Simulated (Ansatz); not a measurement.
Basis-set extrapolation for `CCCCNC(C)C` (PBE0-D4/def2-TZVP geometry, frozen core, Ansatz 0.2.0). Multiplicity 1, RHF reference.

```
                      def2-TZVPP   def2-QZVPP
                 HF  -329.540975  -329.556585
    MP2 correlation    -1.450835    -1.541994
CCSD(T) correlation    -1.596196      not run
```

Energies in hartree. Use E(X) = E(∞) + A·exp(−7.88·√X) for Hartree–Fock and E(X) = E(∞) + B·X^(−2.97) for correlation, with X = 3 and 4, and add CCSD(T) minus MP2 of the smaller set to the MP2 limit.

**Question.** What is the CCSD(T) energy at the basis-set limit?

**Answer.** HF limit: -329.556585 + (-0.015610) × 0.13774 = -329.55874. MP2 limit: -1.541994 + (-0.091159) × 0.74074 = -1.60952. Higher-order term: -1.596196 − (-1.450835) = -0.14536. Total: -331.31362 hartree, 110.7 kcal/mol below CCSD(T)/def2-TZVPP.
